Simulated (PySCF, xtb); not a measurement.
Se(iPr)(SH) (C3H8SSe), SMILES CC(C)[Se]S. One conformer was computed; it need not be the lowest.

Harmonic wavenumbers (cm⁻¹) from GFN2-xTB in xtb 6.7.1 at its own minimum, in rising order: 44, 120, 206, 221, 242, 259, 280, 395, 401, 510, 757, 921, 941, 974, 1039, 1139, 1155, 1212, 1294, 1406, 1416, 1481, 1483, 1491, 1494, 2342, 2913, 3011, 3016, 3018, 3021, 3025, 3029.

Question: What does PBE-D3(BJ)/def2-SVP run with PySCF give at its own minimum? (The exact figures need the calculation; the answer reports its results.)

Answer: 53, 134, 223, 251, 265, 295, 313, 385, 394, 525, 792, 872, 900, 926, 1000, 1109, 1130, 1181, 1290, 1334, 1344, 1401, 1408, 1416, 1429, 2550, 2958, 2962, 3004, 3044, 3048, 3060, 3068. Paired by order, the mean absolute difference is 42 cm⁻¹ and the zero-point energies are 63.3 and 63.0 kcal/mol.
